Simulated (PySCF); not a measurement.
A structure optimised at ωB97X-D3(BJ)/def2-SVP, used in a PySCF frequency run:

```xyz
7

Be     0.0000     0.0000    -0.5634
Br     0.0000     0.0000     1.4016
O      0.0000     0.0000    -1.9506
C      0.0000     0.0000    -3.3362
H     -0.8940     0.5161    -3.7273
H      0.8940     0.5161    -3.7273
H      0.0000    -1.0323    -3.7273
```

### Question
Write its SMILES, formula and point group.

### Answer
C[O][Be][Br], CH3BeBrO, C3v

### Question
What are its rotational constants (standard atomic weights)?

### Answer
156.84, 1.2857, 1.2857 GHz
